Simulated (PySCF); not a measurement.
Zn(I)(NH2) (H2INZn), SMILES [NH2][Zn][I]. Geometry optimised at B3LYP-D3(BJ)/def2-SVP. The def2 effective core potentials stand for the cores of I; spin–orbit coupling is left out. One conformer was computed; it need not be the lowest.

The numbers are results of PySCF with B3LYP-D3(BJ)/def2-SVP, not measurements.

Harmonic wavenumbers (cm⁻¹): 105, 109, 234, 457, 667, 755, 1534, 3501, 3586. Rotational constants (GHz): 286.3, 1.148, 1.146; symmetry number 1.

Problem. Work out the zero-point energy and the ideal-gas rigid-rotor harmonic-oscillator thermochemistry at 298.15 K and 1 atm.

Solution. ZPE = ½ Σ hcν = ½ × 10949 cm⁻¹ = 65.49 kJ/mol. H − E(el) = 81.79 kJ/mol. Entropy in J/(mol K): translation 175.33, rotation 101.51, vibration 41.29, total 318.13. G − E(el) = -13.06 kJ/mol. Cp = 69.69 J/(mol K). Modes under 150 cm⁻¹ make the vibrational entropy uncertain.
